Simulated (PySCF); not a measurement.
**Radial density of Gd⁺ (gadolinium, charge +1)**

r2SCAN, [Xe] 4f8 5d1, one real determinant (an excited configuration). Calculation: PySCF 2.14, in ANO-RCC-VTZP (8s7p5d3f2g1h, 104 functions); the spin-free X2C one-electron Hamiltonian (Gaussian nucleus).

```tsv
r (bohr)	4πr²ρ (e/bohr)	4πr²(ρα − ρβ)
0.0200	81.39	0.0032
0.0336	76.83	0.0080
0.0565	108.6	0.0160
0.0951	96.19	0.0430
0.160	94.50	0.3791
0.269	67.91	2.2317
0.453	47.14	6.2521
0.761	29.73	5.9163
1.28	11.09	2.4397
2.15	3.281	0.6662
3.62	0.3069	0.2020
6.09	0.02878	0.0282
10.2	0.0002197	0.0002
```

Densities and radii are taken from the X2C orbitals without a picture-change correction, which distorts them close to the nucleus.

⟨L²⟩ = 18.03 against 30 for a pure H term, so this real determinant mixes terms. Spin-orbit coupling, absent here, splits the open shell strongly.
